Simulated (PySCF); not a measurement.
C₆ coefficients of unlike pairs at UHF

Calculated with PySCF 2.14 from the dipole response of each species, C₆(A,B) = (3/π) ∫ α_A(iu) α_B(iu) du, in atomic units, from isotropic polarisabilities. For ions this is the dispersion term alone; charge-induced terms of lower order in 1/R come first.

| species | configuration | basis | relativity | α (bohr³) | C₆ (like pair) |
| --- | --- | --- | --- | --- | --- |
| Kr²⁺ | [Ar] 3d10 4s2 4p4 (3P) | aug-cc-pVTZ-DK (7s6p4d2f) | spin-free X2C | 7.405 | 36.00 |
| B⁺ | [He] 2s2 (1S) | aug-cc-pCVQZ-DK (9s8p6d4f2g) | spin-free X2C | 11.36 | 31.63 |
| Nb⁺ | [Kr] 4d4 (5D) | aug-cc-pVTZ-PP with one added diffuse shell each of s, p, d, f, g type with ECP28MDF (7s7p6d4f3g) | core potential | 23.32 | 148.3 |
| Rh⁺ | [Kr] 4d8 (3F) | aug-cc-pwCVDZ-PP with ECP28MDF (6s6p5d3f) | core potential | 10.64 | 63.27 |

Estimate C₆ for Nb⁺ with B⁺.

The integral gives 67.22. The combination rule 2 C_A C_B / (C_A α_B/α_A + C_B α_A/α_B) gives 68.39 and the geometric mean 68.48.

No spin-orbit coupling is included.

The other pairs:

```json
{"pair": "Nb⁺, Kr²⁺", "C₆": "70.19"}
{"pair": "Rh⁺, Kr²⁺", "C₆": "47.52"}
{"pair": "B⁺, Kr²⁺", "C₆": "30.36"}
{"pair": "Rh⁺, Nb⁺", "C₆": "93.49"}
{"pair": "Rh⁺, B⁺", "C₆": "40.36"}
```
